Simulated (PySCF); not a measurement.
C2H5BO2. Atoms are numbered in the order given.

```xyz
10

B     -0.0144    -0.5080     0.0000
C     -0.6597     0.9199     0.0000
C      0.0681     2.0462     0.0000
H     -1.7547     1.0209     0.0000
H     -0.3864     3.0431     0.0000
H      1.1625     2.0049     0.0000
O      1.3433    -0.6242     0.0000
H      1.6233    -1.5489     0.0000
O     -0.7576    -1.6601     0.0000
H     -1.7084    -1.5022     0.0000
```

Geometry: B3LYP-D3(BJ)/def2-SVP. The values are those of a single conformer.

Method: PBE/def2-TZVP run with PySCF.

Isolated molecule, no solvent.

```
Item                                                                                                           Result
---------------------------------------------------------------------------------------------  ----------------------
total energy                                                                                       -254.40769 hartree
point group                                                                                                        Cs
highest occupied level                                                                                       -6.73 eV
lowest empty level                                                                                           -1.72 eV
orbital gap                                                                                                   5.00 eV
dipole moment                                                                                               0.260 e·Å
quadrupole, principal values (traceless, Buckingham form, about the centre of nuclear charge)   -5.10, 0.02, 5.08 D·Å
mean static polarisability                                                                       47.0 bohr³ (6.96 Å³)
polarisability, principal values                                                               30.9, 47.6, 62.4 bohr³
```
